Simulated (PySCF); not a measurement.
Gas-phase reaction: WO₂Cl₂ + WOF₄ + O ⇌ 2 WO₂F₂ + Cl₂

Method: PySCF energies plus ideal-gas RRHO corrections (1 bar). † marks an energy on the PBE0/def2-TZVP geometry and frequencies. CCSD(T) freezes the core. Open shells (unrestricted): O (multiplicity 3); the rest are closed-shell singlets. Spin-orbit splitting is ignored; it lowers the true energy and changes the entropy of O. W: scalar-relativistic def2 core potential, no spin-orbit coupling. WO₂F₂: computed as isolated molecules; such fragments, hydroxides, amides, oligomers or adducts are transient or little studied in the gas. CCSD(T) isn't extrapolated to the basis-set limit. Warning, large T1 diagnostic: WO₂Cl₂, WO₂F₂, WOF₄ (CCSD(T)/def2-SVP†, CCSD(T)/def2-TZVPP†).

CCSD(T)/def2-TZVPP† gives ΔH°(298 K) = -166 kJ.

What do HF/def2-TZVP†, ωB97M-V/def2-TZVP†, CCSD(T)/def2-SVP† give?

HF/def2-TZVP†: 49 kJ; ωB97M-V/def2-TZVP†: -181 kJ; CCSD(T)/def2-SVP†: -126 kJ. For scale, ΔH°(298 K) is -166 kJ at this level, -181 kJ at ωB97M-V/def2-TZVP†, and runs from -306 to 49 kJ over the 18 levels computed.
